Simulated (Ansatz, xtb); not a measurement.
# C6H8Si: which of two isomers lies lower

Structure X: `C1=C[C@H]2C=C[C@@H]1[SiH2]2`, a singlet. Structure Y: `C=CC1=C[SiH2]C=C1`, a singlet. Both are isolated molecules in the gas phase, relaxed with B3LYP/def2-SVP; the shapes shown needn't be the lowest conformers.

X (Å):

```yaml
atoms:
  - { symbol: C, position_ang: [0.5517, 0.6127, 1.1060] }
  - { symbol: C, position_ang: [0.8869, -0.5817, 1.6285] }
  - { symbol: C, position_ang: [-0.2021, -1.6297, 1.4104] }
  - { symbol: C, position_ang: [-1.5197, -1.1050, 1.9764] }
  - { symbol: C, position_ang: [-1.8550, 0.0893, 1.4538] }
  - { symbol: C, position_ang: [-0.8232, 0.5833, 0.4423] }
  - { symbol: Si, position_ang: [-0.5757, -1.1326, -0.4262] }
  - { symbol: H, position_ang: [1.1659, 1.5151, 1.1444] }
  - { symbol: H, position_ang: [1.8162, -0.8023, 2.1584] }
  - { symbol: H, position_ang: [0.0620, -2.6535, 1.6976] }
  - { symbol: H, position_ang: [-2.0973, -1.6533, 2.7239] }
  - { symbol: H, position_ang: [-2.7477, 0.6642, 1.7102] }
  - { symbol: H, position_ang: [-1.0999, 1.4861, -0.1135] }
  - { symbol: H, position_ang: [0.5694, -1.2311, -1.3859] }
  - { symbol: H, position_ang: [-1.7942, -1.7450, -1.0443] }
```

Y (Å):

```xyz
15

C     2.1366   -0.7447    0.2983
C     1.2821   -0.5030    1.3064
C    -0.1815   -0.4596    1.2277
C    -0.9760   -0.2032    2.3060
C    -2.2617   -0.6345   -0.0290
C    -0.9134   -0.6961   -0.0572
Si   -2.7627   -0.2462    1.7408
H     1.8035   -0.9412   -0.7239
H     3.2162   -0.7531    0.4687
H     1.6934   -0.3143    2.3047
H    -0.5503   -0.0155    3.2947
H    -3.4882    1.0505    1.8991
H    -3.5872   -1.3103    2.3893
H    -2.8683   -0.7951   -0.9230
H    -0.3491   -0.9093   -0.9704
```

Quicker runs give these differences E(Y) − E(X): GFN2-xTB +0.617 eV; HF/STO-3G +0.593 eV (at GFN2-xTB geometries); r2SCAN-D4/def2-SVP −0.044 eV (at GFN2-xTB geometries).

Which of the two would you expect CCSD(T)/def2-SVP + ΔMP2/def2-TZVPP electronic energies to favour?

Too close to call at this level: CCSD(T)/def2-SVP + ΔMP2/def2-TZVPP gives E(Y) − E(X) = −0.016 eV.

How the difference moves with the method:

```
                             level        geometry  E(Y) − E(X) (eV)  departure from the last row (eV)  job, with rough time for the two
                          GFN2-xTB        GFN2-xTB              +0.617                            +0.633              optimisation, 0.18 s
                         HF/STO-3G        GFN2-xTB              +0.593                            +0.609              single point, 0.38 s
                r2SCAN-D4/def2-SVP        GFN2-xTB              −0.044                            −0.029               single point, 3.8 s
                    B3LYP/def2-SVP  B3LYP/def2-SVP              −0.251                            −0.235                optimisation, 26 s
                       HF/def2-SVP  B3LYP/def2-SVP              −0.383                            −0.367           part of the CCSD(T) run
                      MP2/def2-SVP  B3LYP/def2-SVP              +0.201                            +0.217           part of the CCSD(T) run
                  CCSD(T)/def2-SVP  B3LYP/def2-SVP              −0.026                            −0.011                      single point
CCSD(T)/def2-SVP + ΔMP2/def2-TZVPP  B3LYP/def2-SVP              −0.016                                                  single point, 61 s
```

As drawn, Y has 1 C=C in place of 2 C–C. Structure X has 2 5-membered rings, Y a 5-membered ring.

The largest departure from CCSD(T)/def2-SVP + ΔMP2/def2-TZVPP is that of GFN2-xTB, 0.633 eV. The last row adds to CCSD(T) the change of the MP2 difference between the two basis sets, here +0.011 eV.

With thermal terms from frequencies at re-optimised GFN2-xTB minima (ideal gas, soft modes damped towards free rotors, one conformer each, 298.15 K, 1 atm): on the last row, ΔE + ΔZPE = −0.100, ΔH = −0.057, ΔG = −0.182 eV.

The correlated steps freeze 11 core orbitals. Mirror images aren't counted in ΔG. Run with Ansatz 0.2.0, xtb 6.7.1; the last row on 4 threads of Arm Neoverse V1 on a shared host.
